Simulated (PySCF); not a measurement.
A side-by-side comparison of computed properties.

First species: Au(AsH3)Cl (singlet state).
Structure used (PBE0-D3(BJ)/def2-SVP), in Å, numbered top down from 1:
```
atom  x, y, z in Å
Au1    0.0029   -0.0104   -1.5533
As2    0.0016    0.0040    0.8069
H3     0.8478   -1.0085    1.5349
H4    -1.3063   -0.2171    1.5222
H5     0.4566    1.2529    1.5170
Cl6   -0.0026   -0.0209   -3.8277
```

Second species: C₅H₄FN.
InChI=1S/C5H4FN/c1-2-5(3-6)4-7/h1,5H,3H2/t5-/m0/s1

Levels: wB97X-D/def2-SVPD for dipole moment, HOMO energy, LUMO energy, HOMO–LUMO gap and static isotropic polarisability; TDDFT wB97X-D/def2-SVPD for lowest singlet excitation; PBE0-D3(BJ)/def2-SVP for rotational constant A and rotational constant C. Geometries: PBE0-D3(BJ)/def2-SVP. Each species is one conformer at its optimised geometry, gas phase (atoms past krypton carry core potentials, spin–orbit coupling is left out). Electronic properties by PySCF.

Dipoles, sizes and rotational constants follow the conformer. The torsions of the flexible species, by atom-mapped SMILES:
- `[CH:1]#[C:2][C@H:3]([C:4]#[N:5])[CH2:6][F:7]`: C2–C3–C6–F7 -61°

Which of the two has the higher S1 energy, and by how much?

The second: 6.54 eV against 5.69 eV, a difference of 0.85 eV.

Which of the two has the higher rotational constant A, and by how much?

The first: 95.182 GHz against 3.257 GHz, a difference of 91.925 GHz.

Which has the higher static isotropic polarisability?

The first: 78.9 au against 61.2 au, a difference of 17.7 au.

Which of the two has the higher HOMO energy, and by how much?

The first: -9.19 eV against -10.51 eV, a difference of 1.32 eV.

Which of the two has the higher dipole moment, and by how much?

The first: 8.25 D against 2.12 D, a difference of 6.13 D.

Which has the higher HOMO–LUMO gap?

The second: 12.13 eV against 9.72 eV, a difference of 2.41 eV.

Which of the two has the higher LUMO energy, and by how much?

The second: 1.62 eV against 0.53 eV, a difference of 1.09 eV.

Which of the two has the higher rotational constant C, and by how much?

The second: 1.387 GHz against 0.852 GHz, a difference of 0.535 GHz.

On the first: The dipole equals about 27.5 × 10⁻³⁰ C·m (1 D = 3.33564 × 10⁻³⁰ C·m). No computed singlet falls in the visible range (750 to 380 nm, 1.65 to 3.26 eV); S1 lies 2.43 eV above its blue end. Atoms past krypton carry effective core potentials; spin–orbit coupling is left out.

On the second: S1 lies 5.59 eV below the HOMO–LUMO gap; its leading configuration is HOMO→LUMO, weight 0.40. The principal polarisabilities are 47.0, 60.2 and 76.5 au; their mean is the isotropic value.
